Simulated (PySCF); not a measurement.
B3LYP has the VWN-RPA correlation part, as in Gaussian. Excitations are Tamm–Dancoff values on a coarser integration grid. The basis has no diffuse functions, so Rydberg states are missing or too high.

**H5BN2O, SMILES `OB(N)N` (charge 0, multiplicity 1)**

All values below come from B3LYP-D3(BJ)/def2-TZVP run with PySCF.

| Property | Value |
|---|---|
| HOMO | -6.57 eV |
| dipole moment | 1.85 D |
| LUMO | 0.32 eV |
| HOMO–LUMO gap | 6.89 eV |
| S1 excitation (TDA) | 5.84 eV |
| S1 oscillator strength | 0.000 |
| T1 excitation (TDA) | 5.58 eV |
| S1–T1 gap (TDA) | 0.26 eV |
| total energy | -212.8344 Ha |
| cost | roughly 70 core-seconds |

```xyz
9

N      1.3967    -0.0872    -0.0773
B      0.0113     0.2136    -0.0973
N     -0.9630    -0.7016     0.3977
O     -0.3428     1.4471    -0.6250
H      1.7864    -0.9413     0.2747
H      2.0745     0.5647    -0.4286
H     -0.7273    -1.5981     0.7832
H     -1.9498    -0.5187     0.3965
H     -1.2859     1.6216    -0.6238
```
